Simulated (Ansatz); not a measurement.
Start from `[GeH3][SiH]1CO1` and change one atom or group to get `O[SiH2][SiH]1CO1`.

Ansatz, PBE0-D4/def2-TZVP geometries, multiplicity 1. Each molecule was computed in one conformer, which needn't be the lowest.

Scalar relativity is left out up to krypton.

```csv
property,`[GeH3][SiH]1CO1`
size of the dipole moment (ωB97M-V/def2-TZVPP) / D,1.85
HOMO energy (B3LYP/def2-TZVPP) / eV,-7.31
LUMO energy (ωB97M-V/def2-TZVPP) / eV,0.94
HOMO–LUMO gap (ωB97M-V/def2-TZVPP) / eV,10.67
size of the dipole moment (PBE/def2-TZVPP) / D,1.56
LUMO energy (PBE0/def2-TZVPP) / eV,-0.85
```

(1) What does the change do to each property? (Best estimate.)

Results:

(1) Ansatz gave: 
| property | `O[SiH2][SiH]1CO1` | shift |
| --- | --- | --- |
| size of the dipole moment (ωB97M-V/def2-TZVPP) / D | 1.69 | -0.16 |
| HOMO energy (B3LYP/def2-TZVPP) / eV | -7.42 | -0.11 |
| LUMO energy (ωB97M-V/def2-TZVPP) / eV | 0.62 | -0.32 |
| HOMO–LUMO gap (ωB97M-V/def2-TZVPP) / eV | 10.43 | -0.24 |
| size of the dipole moment (PBE/def2-TZVPP) / D | 1.39 | -0.17 |
| LUMO energy (PBE0/def2-TZVPP) / eV | -1.16 | -0.31 |

With PBE0 the HOMO falls by 0.11 eV and the LUMO falls by 0.31 eV, so the gap narrows by about 0.20 eV. PBE moves the HOMO by -0.11 eV and ωB97M-V by -0.09 eV. Dipoles are sizes alone; their direction can turn.

B3LYP here is the variant with VWN-RPA as its local correlation; programs differ in this.
